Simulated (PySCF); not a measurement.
**Electron correlation in In (indium, neutral)**

[Kr] 4d10 5s1 5p1 5d1, one real determinant (an excited configuration). All numbers are calculated (PySCF 2.14, the spin-free X2C one-electron Hamiltonian (Gaussian nucleus), in aug-cc-pwCVTZ-DK3). Frozen: [Kr] 4d10; 3 electrons correlated.

| level | correlation energy (mhartree) |
| --- | --- |
| CCSD | -11.38 |
| (T) | -1.10 |
| CCSD(T) | -12.48 |

Diagnostics: T1 = 0.029, D1 = 0.0663, largest double amplitude 0.287.

The real determinant used has ⟨L²⟩ near 8 against 12 for a pure F term, so it mixes terms. The outer electron is Rydberg-like, and this basis confines it to a smaller radius and binds it less than a complete one would. A double-excitation amplitude exceeds 0.15, a sign of near-degeneracy.

Cost of the coupled-cluster step: roughly 18 core-seconds, for 3 correlated electrons.

The reference is one real determinant that mixes LS terms of this configuration.
